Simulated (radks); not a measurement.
Initial-state core-level shifts of neutral tungsten when its valence configuration changes from [Xe] 4f14 5d4 6s2. All-electron calculation, Dirac Kohn-Sham, LDA (Slater exchange, Perdew-Wang correlation), spin-unpolarised, spherical densities, point nucleus; open shells fill j = l - 1/2 first. Program: a radial shooting solver on a logarithmic mesh with Libxc functionals. Shifts are changes of the shell-averaged eigenvalues in eV (positive: less bound).

| valence | 2s | 3d | 4p | 5p |
|---|---|---|---|---|
| 4f13.5 5d4.5 6s2 | -5.063 | -5.682 | -5.111 | -1.549 |
| 4f13 5d5 6s2 | -10.288 | -11.564 | -10.341 | -3.072 |
| 4f14 5d3.5 6s2 6p0.5 | -1.893 | -1.881 | -1.878 | -1.761 |
| 4f14 5d4 6s1 6p1 | -1.311 | -1.315 | -1.320 | -1.313 |
| 4f14 5d5 6s1 | +1.832 | +1.828 | +1.825 | +1.699 |
| 4f14 5d3 6s2 6p1 | -3.868 | -3.840 | -3.832 | -3.567 |
| 4f14 5d2 6s2 6p2 | -8.029 | -7.953 | -7.924 | -7.277 |
| 4f11.5 5d6.5 6s2 | -26.905 | -30.351 | -26.669 | -7.513 |
| 4f14 5d5 6p1 | +0.593 | +0.583 | +0.576 | +0.441 |
